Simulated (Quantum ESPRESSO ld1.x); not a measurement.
The aim is neutral nitrogen in [He] 2s2 2p3. This ld1.x (Quantum ESPRESSO 7.5) run was made with `OMP_NUM_THREADS=1 ld1.x < ld1.in > ld1.out`. Can the result be used? Name any fault.

```
 &input
    zed=7.0,
    iswitch=1,
    rel=1,
    lsd=1,
    dft='PW',
    config='[He] 2s2 2p3',
    verbosity='high',
    atom='N',
    prefix='ld1',
    max_out_wfc=37,
    file_charge='ld1.rho',
 /
```

Output (excerpt):

```
     Program LD1 v.7.5 starts

     --------------------------- All-electron run ----------------------------

     scalar relativistic calculation

     atomic number is  7.00
     dft =PW   lsd =1 sic =0 latt =0  beta=0.20 tr2=1.0E-14
     Exchange-correlation= PW
                           (   1   4   0   0   0   0   0)
     mesh =1819 r(mesh) =  99.29447 a.u. xmin = -8.00 dx = 0.00800
     1 Ry =  13.60569312 eV, c = 137.03599908

     n l     nl                  e(Ry)          e(Ha)          e(eV)
     1 0     1S 1( 1.00)     -28.008423344     -14.004211672   -381.0740129
     2 0     2S 1( 1.00)      -1.442663876      -0.721331938    -19.6284420
     2 1     2P 1( 3.00)      -0.616627608      -0.308313804     -8.3896460
     1 0     1S 2( 1.00)     -27.878221489     -13.939110745   -379.3025264
     2 0     2S 2( 1.00)      -1.124622863      -0.562311432    -15.3012736
     2 1     2P 2( 0.00)      -0.321377721      -0.160688860     -4.3725666

     final scf error:  1.7E-15 reached in  17 iterations

     Etot =    -108.331526 Ry,     -54.165763 Ha,   -1473.925494 eV
     Total magnetization:    3.00 Bohr mag.

     Ekin =     107.899165 Ry,      53.949583 Ha,    1468.042932 eV
     Encl =    -255.693150 Ry,    -127.846575 Ha,   -3478.882529 eV
     Eh   =      52.035975 Ry,      26.017987 Ha,     707.985503 eV
     Exc  =     -12.573516 Ry,      -6.286758 Ha,    -171.071399 eV
```

Answer. Yes, it can be used (harmless). The line at issue: atom='N'. atom and zed name the same element, and the result equals that of the sound run.
